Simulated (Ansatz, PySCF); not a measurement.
Energy difference 3 R1 → 4 P1, each structure at its B3LYP-D3(BJ)/def2-TZVP stationary point, reached from a drawn start (curvature not checked).
P1: C3H6 (SMILES C1CC1), charge 0, multiplicity 1.
R1, C4H8 (SMILES C1CCC1) (charge 0, multiplicity 1):
```xyz
12

C      0.3016     0.8778    -0.5681
C      1.0412    -0.2798     0.1482
C     -0.3150    -0.7139     0.7585
C     -1.0277     0.1159    -0.3386
H      0.3404     1.7988     0.0155
H      0.5867     1.1050    -1.5952
H      1.4136    -1.0177    -0.5640
H      1.8477    -0.0208     0.8338
H     -0.5312    -1.7809     0.8100
H     -0.4650    -0.2804     1.7484
H     -1.2889    -0.5008    -1.1999
H     -1.9032     0.6966    -0.0487
```

P less R. No zero-point or thermal terms.

Correlated levels freeze the cores.

Run with Ansatz (Gaussian orbitals); PySCF for the D3/D4 terms. All values are computed, each at the level named.

```tsv
level	reaction energy (eV)
HF/cc-pVDZ	1.445
BLYP-D4/def2-TZVPP	1.374
r2SCAN-D4/def2-TZVPP	1.281
B97M-V/def2-TZVPP	1.275
CAM-B3LYP/def2-TZVPP	1.305
B2PLYP/def2-TZVPP	1.328
B2PLYP-D3(BJ)/def2-TZVPP	1.436
CCSD/cc-pVTZ	1.577
CCSD(T)/cc-pVTZ	[?]
```

**Question.** Complete the blanks.

**Answer.** 
- CCSD(T)/cc-pVTZ, reaction energy (eV): 1.612

Ansatz is an electronic-structure program.
